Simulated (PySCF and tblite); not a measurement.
Results of a calculation; reference values are marked as such.
Molecule: C₇H₁₄, numbered as in [CH3:1][C@@H:2]1[CH2:3][CH2:4][C@@H:5]([CH3:6])[CH2:7]1; H named by carrier, a and b as here (phase angle P 216°, Å):

```
C1      -2.276    0.449    0.340
C2      -1.209    0.071   -0.684
C3      -0.696   -1.367   -0.467
C4       0.735   -1.250    0.083
C5       0.914    0.221    0.472
C6       2.367    0.674    0.466
C7       0.040    0.949   -0.550
H1a     -1.887    0.361    1.351
H1b     -3.142   -0.204    0.246
H1c     -2.605    1.475    0.186
H2      -1.646    0.179   -1.682
H3a     -1.341   -1.892    0.238
H3b     -0.704   -1.931   -1.399
H4a      0.907   -1.919    0.926
H4b      1.457   -1.501   -0.696
H5       0.503    0.383    1.474
H6a      2.949    0.097    1.182
H6b      2.805    0.540   -0.521
H6c      2.439    1.726    0.733
H7a      0.568    0.996   -1.504
H7b     -0.203    1.966   -0.242
```

The ring 2–3–4–5–7 is held at Altona–Sundaralingam phase angles P (ν_j = ν_max cos(P + 144°(j − 2)), ν_j about the bond from ring atom j to j + 1, counted from 0) and the rest relaxed at GFN2-xTB. Energies: PBE0/pcSseg-1 + D3(BJ). Couplings: B3LYP/6-31G* with H pcJ-1, gas phase, for ¹H. (tblite 0.8, PySCF 2.14.)

One held structure gave ³J(H3a,H4b) = 0.3, ³J(H3b,H4a) = 13.0, ³J(H5,H7a) = 7.2, ³J(H2,H7b) = 0.2, ³J(H4b,H5) = 1.7, ³J(H2,H3a) = 0.4, ³J(H3b,H4b) = 9.6, ³J(H3a,H4a) = 8.5 Hz.

(1) At which phase angle P was it held?
A. 216°
B. 72°
C. 0°
D. 144°
E. 288°

Results:

(1) E. It lies 0.68 kcal/mol above the lowest point.
